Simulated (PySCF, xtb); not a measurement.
(1R)-1-chloro-1-fluoro-2-methylpropane (C₄H₈ClF), SMILES CC(C)[C@H](F)Cl.

GFN2-xTB in xtb at its own geometry gives an orbital gap of 6.88 eV and a dipole moment of 2.54 D.

Coordinates come from a PBE0-D3(BJ)/def2-SVP optimisation. The values are those of a single conformer.

Question: What does PBE/def2-TZVP in PySCF give? (The exact figures need the calculation; the answer reports its results.)

Answer: gap 6.85 eV (levels -7.13 and -0.28 eV), dipole 2.09 D.
